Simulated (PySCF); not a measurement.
## How methods differ on the ionisation energy of Zn²⁺

Zn²⁺ [Ar] 3d10 (1S) → Zn³⁺ [Ar] 3d9 (2D), as a difference of total energies. Computed with PySCF 2.14 in def2-TZVPPD (6s6p4d2f1g, 67 functions), with the non-relativistic Hamiltonian (point nucleus). Correlated levels: valence: [Ar] frozen. The calculations carry no spin-orbit coupling.

| method | ionisation energy (eV) |
| --- | --- |
| UHF | 37.327 |
| MP2 (valence) | 40.239 |
| SCS-MP2 (valence) | 39.884 |
| CCSD (valence) | 39.615 |
| CCSD(T) (valence) | 39.713 |

**Question.** How much does correlation contribute at CCSD(T) (valence)?

**Answer.** 39.713 − (37.327) = 2.386 eV, measured against UHF.

A first-order spin-orbit estimate (lowest level to lowest level, LS coupling) adds -0.139 eV.

These non-relativistic numbers lack the scalar-relativistic shift.

Errors of the correlated levels include the incompleteness of this basis and the frozen core.

For comparison: 39.723 eV (measured; NIST Atomic Spectra Database, ionization energies).
